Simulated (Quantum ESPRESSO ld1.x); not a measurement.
Values are calculated unless marked as measured or tabulated.
All-electron atom: the selenium ion Se31+ in [He] 2s1. Level of theory: scalar-relativistic Kohn-Sham, LDA (Slater exchange, Perdew-Zunger correlation), spin-polarised, spherical densities, point nucleus; open shells are filled with parallel spins first (ld1.x of Quantum ESPRESSO 7.5).

Normalised radial functions P(r) = r R(r), r in bohr:

```
   r/bohr * 1s up (the largest magnitude, 4.29, reaches the edge; | marks zero)
 0.001625 |        *
 0.002167 |          *
  0.00289 |             *
 0.003824 |                 *
 0.005101 |                      *
 0.006803 |                            *
 0.009074 |                                  *
   0.0121 |                                         *
  0.01601 |                                               *
  0.02136 |                                                    *
  0.02849 |                                                      *
  0.03799 |                                                    *
  0.05067 |                                             *
  0.06705 |                                  *
  0.08942 |                     *
   0.1193 |          *
   0.1591 |   *
   0.2122 |*
    0.283 *
   0.3744 *
   0.4994 *
```

1s up: eigenvalue -14965.1 eV, 0 radial nodes, <r> = 0.0438 bohr, 90 % of the charge inside 0.0783 bohr.
